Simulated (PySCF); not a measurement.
This PySCF input asks for the NMR shieldings of `C[C@@H]1[SiH2]C[Si@@H]1P`, C₃H₁₁PSi₂; the geometry comes from PBE0-D3(BJ)/def2-SVP.

```python
import basis_set_exchange as bse
import numpy as np
from pyscf import gto, dft
from pyscf.prop import nmr

atoms = """
C    -0.809483   -1.992291   -0.483370
C    -0.850792   -0.677749    0.281860
Si   -1.163003    0.999639   -0.577602
C     0.057077    1.859715    0.604217
Si    0.724443    0.123731    1.010757
P     2.528376   -0.518129   -0.203091
H    -1.786969   -2.240359   -0.928128
H    -0.079806   -1.955563   -1.308168
H    -0.522056   -2.836105    0.164303
H    -1.579128   -0.733646    1.114863
H    -2.571282    1.507544   -0.570716
H    -0.663791    0.993948   -1.988774
H     0.752008    2.605276    0.193949
H    -0.464186    2.302957    1.469822
H     1.027287   -0.159688    2.450433
H     3.312454    0.607099    0.201210
H     2.054009    0.125409   -1.389083
"""
names = dict.fromkeys(["C", "Si", "P", "H"], "pcSseg-1")
basis = {el: gto.basis.parse(bse.get_basis(n, elements=[el], fmt="nwchem")) for el, n in names.items()}
mol = gto.M(atom=atoms, basis=basis, charge=0, verbose=0)
mf = dft.RKS(mol, xc="B3LYP")
mf.grids.level = 2
mf.grids.alignment = dft.numint.BLKSIZE   # the property module wants whole blocks of grid points
mf.conv_tol = 1e-9
mf.kernel()

calc = nmr.RKS(mf)   # GIAO
C = mf.mo_coeff
Co = C[:, mf.mo_occ > 0]
resp = mf.gen_response(singlet=True, hermi=2)
def vind(x):   # induced exchange potential for any number of trial vectors
    d = np.einsum("pi,xij,qj->xpq", C, 2 * x.reshape(-1, C.shape[1], Co.shape[1]), Co, optimize=True)
    return np.einsum("xpq,pi,qj->xij", resp(d - d.transpose(0, 2, 1)), C, Co, optimize=True).ravel()
mo1, _ = nmr.rhf.solve_mo1(calc, with_cphf=vind)
sigma = calc.kernel(mo1)
for i, s in enumerate(sigma):   # ppm
    w = np.linalg.eigvalsh((s + s.T) / 2)
    print("%2d %-2s iso %8.1f  s11 %8.1f  s22 %8.1f  s33 %8.1f" % (i, mol.atom_pure_symbol(i), w.mean(), *w))
```

Problem. Give the expected output.

Solution. 
```
 0 C  iso    165.6  s11    157.7  s22    158.6  s33    180.7
 1 C  iso    168.1  s11    146.0  s22    166.9  s33    191.3
 2 Si iso    364.2  s11    326.3  s22    350.3  s33    416.0
 3 C  iso    181.2  s11    167.2  s22    184.2  s33    192.2
 4 Si iso    335.4  s11    283.7  s22    341.6  s33    381.0
 5 P  iso    561.4  s11    525.3  s22    547.6  s33    611.1
 6 H  iso     30.2  s11     25.2  s22     27.7  s33     37.6
 7 H  iso     30.4  s11     25.7  s22     30.8  s33     34.6
 8 H  iso     30.2  s11     25.8  s22     27.3  s33     37.4
 9 H  iso     30.2  s11     26.1  s22     29.7  s33     34.9
10 H  iso     26.6  s11     22.9  s22     24.3  s33     32.5
11 H  iso     26.9  s11     24.4  s22     25.2  s33     30.9
12 H  iso     31.2  s11     26.5  s22     28.8  s33     38.4
13 H  iso     30.8  s11     26.9  s22     27.6  s33     37.9
14 H  iso     26.2  s11     23.4  s22     23.8  s33     31.4
15 H  iso     29.9  s11     25.7  s22     26.6  s33     37.4
16 H  iso     29.6  s11     24.8  s22     28.7  s33     35.4
```

These numbers come from an equivalent density-fitted implementation of the same equations, which agrees with the script to about 0.01 ppm for H and up to a few tenths of a ppm for heavy atoms, so last digits may differ.

Size and cost of the density-fitted run: 178 basis functions, 20 s wall time on 1 thread of an x86-64 server CPU, shared host.
